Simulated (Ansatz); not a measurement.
`CN(C)c1ccc(-c2ccc(-c3ccc(-c4ccc(-c5ccc(-c6ccc(C#N)cc6)cc5)cc4)cc3)cc2)cc1` with charge -1. The state is a doublet with charge -1. Geometry r2SCAN-D4/def2-SVP; atoms count from 1.

Cartesian coordinates in Å:
```
C -9.041 7.465 5.734
N -9.291 6.202 5.088
C -10.625 5.659 5.041
C -8.243 5.503 4.514
C -8.449 4.263 3.861
C -7.389 3.569 3.287
C -6.063 4.049 3.321
C -4.949 3.306 2.711
C -3.801 3.962 2.214
C -2.749 3.261 1.637
C -2.766 1.850 1.517
C -1.656 1.110 0.909
C -0.765 1.715 -0.010
C 0.283 1.013 -0.589
C 0.532 -0.351 -0.289
C 1.639 -1.090 -0.895
C 2.252 -0.672 -2.104
C 3.297 -1.375 -2.682
C 3.830 -2.554 -2.096
C 4.933 -3.291 -2.701
C 5.284 -3.141 -4.070
C 6.331 -3.841 -4.645
C 7.125 -4.759 -3.905
C 8.226 -5.496 -4.509
C 8.769 -6.668 -3.907
C 9.814 -7.373 -4.476
C 10.396 -6.950 -5.701
C 11.468 -7.668 -6.289
N 12.354 -8.262 -6.776
C 9.869 -5.783 -6.316
C 8.823 -5.088 -5.737
C 6.774 -4.909 -2.535
C 5.727 -4.208 -1.961
C 3.219 -2.967 -0.883
C 2.167 -2.269 -0.311
C -0.359 -0.953 0.635
C -1.412 -0.253 1.207
C -3.918 1.196 2.017
C -4.970 1.898 2.592
C -5.868 5.284 3.975
C -6.915 5.994 4.555
H -9.987 7.875 6.113
H -8.603 8.210 5.042
H -8.347 7.369 6.592
H -11.315 6.340 5.556
H -10.990 5.530 4.003
H -10.693 4.671 5.537
H -9.453 3.840 3.785
H -7.604 2.631 2.766
H -3.742 5.054 2.264
H -1.876 3.818 1.285
H -0.914 2.761 -0.295
H 0.945 1.540 -1.281
H 1.878 0.220 -2.616
H 3.734 -0.991 -3.608
H 4.684 -2.486 -4.709
H 6.515 -3.713 -5.716
H 8.330 -7.047 -2.980
H 10.194 -8.277 -3.990
H 10.310 -5.430 -7.253
H 8.469 -4.177 -6.228
H 7.374 -5.562 -1.895
H 5.541 -4.336 -0.891
H 3.570 -3.878 -0.389
H 1.752 -2.634 0.633
H -0.231 -2.008 0.895
H -2.055 -0.770 1.925
H -3.995 0.108 1.934
H -5.828 1.339 2.979
H -4.856 5.690 4.059
H -6.691 6.937 5.057
```

Single mean-field runs in def2-SVP are fitted with def2-universal-jkfit.

Problem. Estimate the Mulliken populations of the heavy atoms from the PBE0/def2-SVP orbitals of Ansatz.

Solution. 
```csv
atom,charge (e),spin (α − β)
C1,0.07,0.00
N2,-0.41,0.00
C3,0.07,0.00
C4,0.22,0.02
C5,-0.10,-0.01
C6,-0.05,0.02
C7,0.04,-0.01
C8,0.03,0.06
C9,-0.04,-0.02
C10,-0.05,0.03
C11,0.05,-0.01
C12,0.03,0.09
C13,-0.05,-0.02
C14,-0.05,0.04
C15,0.05,0.02
C16,0.03,0.10
C17,-0.05,-0.01
C18,-0.05,0.04
C19,0.04,0.04
C20,0.04,0.10
C21,-0.05,0.01
C22,-0.05,0.03
C23,0.03,0.08
C24,0.04,0.07
C25,-0.06,0.04
C26,0.03,-0.01
C27,-0.18,0.14
C28,-0.08,-0.03
N29,-0.08,0.08
C30,0.03,-0.01
C31,-0.06,0.04
C32,-0.05,0.03
C33,-0.05,0.01
C34,-0.05,0.04
C35,-0.05,-0.01
C36,-0.05,0.04
C37,-0.05,-0.02
C38,-0.05,0.03
C39,-0.04,-0.02
C40,-0.05,0.02
C41,-0.10,-0.01
```
Mulliken values depend strongly on the basis.

Problem. Where does the spin sit?

Solution. Summed by element: C 0.94, N 0.08, H -0.02, of 1 unpaired in all. Largest on single atoms: C27 0.14, C20 0.10, C16 0.10.

Problem. And the Mayer bond orders between heavy atoms (over 0.3, the first 40 of 46)?

Solution. C1–N2 1.01 (1.44 Å); N2–C3 1.01 (1.44 Å); N2–C4 1.10 (1.39 Å); C4–C5 1.31 (1.42 Å); C4–C41 1.31 (1.42 Å); C5–C6 1.42 (1.39 Å); C6–C7 1.35 (1.41 Å); C7–C8 1.03 (1.47 Å); C7–C40 1.35 (1.41 Å); C8–C9 1.34 (1.41 Å); C8–C39 1.34 (1.41 Å); C9–C10 1.43 (1.39 Å); C10–C11 1.33 (1.42 Å); C11–C12 1.07 (1.47 Å); C11–C38 1.33 (1.42 Å); C12–C13 1.32 (1.42 Å); C12–C37 1.32 (1.42 Å); C13–C14 1.45 (1.39 Å); C14–C15 1.31 (1.42 Å); C15–C16 1.10 (1.46 Å); C15–C36 1.31 (1.42 Å); C16–C17 1.30 (1.42 Å); C16–C35 1.30 (1.42 Å); C17–C18 1.47 (1.39 Å); C18–C19 1.29 (1.42 Å); C19–C20 1.13 (1.46 Å); C19–C34 1.29 (1.42 Å); C20–C21 1.28 (1.42 Å); C20–C33 1.28 (1.42 Å); C21–C22 1.49 (1.38 Å); C22–C23 1.27 (1.42 Å); C23–C24 1.15 (1.46 Å); C23–C32 1.27 (1.42 Å); C24–C25 1.27 (1.43 Å); C24–C31 1.27 (1.43 Å); C25–C26 1.48 (1.38 Å); C26–C27 1.28 (1.42 Å); C27–C28 1.14 (1.42 Å); C27–C30 1.28 (1.42 Å); C28–N29 2.93 (1.17 Å).
